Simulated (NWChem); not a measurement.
All runs are NWChem calculations. System: MoO3, charge 0, spin multiplicity 1, at a geometry optimised with B3LYP/def2-SVP with def2 effective core potentials on Mo. The structure started from a generated list of species. Level: G0W0@PBE/def2-SVP with def2 effective core potentials on Mo, RI basis def2-svp-rifit, no spin-orbit coupling.

Input file:

```
start mol
memory heap 200 mb stack 700 mb global 1700 mb
geometry units angstroms nocenter noautoz
  Mo     0.143827     0.137403     0.000000
  O      0.305495    -0.823692     1.397103
  O      0.305495    -0.823692    -1.397103
  O     -1.366080     0.926018     0.000000
  symmetry group Cs
end
basis spherical
  * library def2-svp
end
ecp
  Mo library def2-ecp
end
basis "ri basis" bse spherical
  * library def2-svp-rifit
end
dft
  xc xpbe96 cpbe96
  iterations 100
  direct
  tolerances tight
end
task dft energy
gw
  states alpha occ 4 vir 2
end
task dft gw
```

Part of the output:

```
             Northwest Computational Chemistry Package (NWChem) 7.3.0
             --------------------------------------------------------

                                NWChem Input Module
                                -------------------

 Scaling coordinates for geometry "geometry" by  1.889725989
 (inverse scale =  0.529177249)

 Turning off AUTOSYM since
 SYMMETRY directive was detected!

                             Geometry "geometry" -> ""
                             -------------------------

 Output coordinates in angstroms (scale by  1.889725989 to convert to a.u.)

  No.       Tag          Charge          X              Y              Z
 ---- ---------------- ---------- -------------- -------------- --------------
    1 Mo                  42.0000     0.14382700     0.13740300     0.00000000
    2 O                    8.0000     0.30549500    -0.82369200     1.39710300
    3 O                    8.0000     0.30549500    -0.82369200    -1.39710300
    4 O                    8.0000    -1.36608000     0.92601800     0.00000000

 Effective nuclear repulsion energy (a.u.)     349.4975910818

            Nuclear Dipole moment (a.u.)
            ----------------------------
        X                 Y               Z
 ---------------- ---------------- ----------------
     0.0000264562    -0.0000037795     0.0000000000

      Symmetry information
      --------------------

 Group name             Cs
 Group number              2
 Group order               2
 No. of unique centers     3

      Symmetry unique atoms

     1    2    4


 Summary of "ao basis" -> "" (spherical)
 ------------------------------------------------------------------------------
       Tag                 Description            Shells   Functions and Types
 ---------------- ------------------------------  ------  ---------------------
 *                          def2-svp                  on all atoms

 Summary of "ri basis" -> "" (spherical)
 ------------------------------------------------------------------------------
       Tag                 Description            Shells   Functions and Types
[...]
          94.186732905815         347.369606679764           0.000000000000
           0.000000000000           0.000000000000         257.387139197586

     Multipole analysis of the density
     ---------------------------------

     L   x y z        total         alpha         beta         nuclear
     -   - - -        -----         -----         ----         -------
     0   0 0 0     -0.000000    -19.000000    -19.000000     38.000000

     1   1 0 0      1.348726      4.479461      4.479461     -7.610195
     1   0 1 0      1.288008      4.279162      4.279162     -7.270316
     1   0 0 1     -0.000000     -0.000000     -0.000000      0.000000

     2   2 0 0    -27.261285    -43.470882    -43.470882     59.680479
     2   1 1 0      3.847033     26.688109     26.688109    -49.529185
     2   1 0 1      0.000000      0.000000      0.000000      0.000000
     2   0 2 0    -27.612530    -45.909928    -45.909928     64.207326
     2   0 1 1     -0.000000     -0.000000     -0.000000      0.000000
     2   0 0 2    -31.286971    -71.406277    -71.406277    111.525584

 Task  times  cpu:        5.5s     wall:        5.5s

                                NWChem Input Module
                                -------------------

                                 NWChem GW Module
                                 ----------------

                             ***********************
                             ***        GW       ***
                             ***********************

 Summary of "ri basis" -> "ri basis" (spherical)
 ------------------------------------------------------------------------------
       Tag                 Description            Shells   Functions and Types
 ---------------- ------------------------------  ------  ---------------------
 Mo                      def2-svp-rifit             30      132   8s7p6d5f3g1h
 O                       def2-svp-rifit             16       48   6s5p4d1f

                 Memory Information
                 ------------------
          Available GA per process is          1700.0 MBs
          Available stack per process is        700.0 MBs
          Available heap per process is           0.1 MBs

          Peak memory in Initialization
              Peak GA per process is                  3.8 MBs
              Peak stack per process is               0.0 MBs
              Peak heap per process is                4.2 MBs
              Memory not in MA per process            0.0 MBs

          Peak memory in AFF Calculation
              Peak GA per process is                 13.3 MBs
              Peak stack per process is               8.0 MBs
              Peak heap per process is                0.0 MBs
              Memory not in MA per process            8.0 MBs

          Computing 2-center integrals
          Computing Inverse Cholesky factor
          Computing 3-center integrals
          Computing V_xc ...

          Computing Sigma_x
          Computing RPA polarizability
          Solving quasiparticle equations

                  Alpha Orbitals
          State     Energy (eV)     Error (eV)
          -----------------------------------
@GW        16        -10.531           0.002
@GW        17        -10.053           0.002
@GW        18        -10.053           0.002
@GW        19         -9.808           0.002
@GW        20         -2.193           0.004
@GW        21          0.727           0.002

   Applying  -2.5034 eV scissor-shift to rest of particle states

   Applying   3.1931 eV scissor-shift to rest of hole states

     GW Timing Statistics
   ------------------------
   Init.   :          0.1s
     ERIs  :          0.4s
     Distr.:          0.0s
     Vxc   :          0.2s
   Sigma_x :          0.0s
   RPA     :          0.3s
   Wmn     :          0.0s
   Sigma_c :          0.0s
   GW total:          1.1s

 Task  times  cpu:        1.1s     wall:        1.1s

 Total times  cpu:        6.7s     wall:        6.7s
```
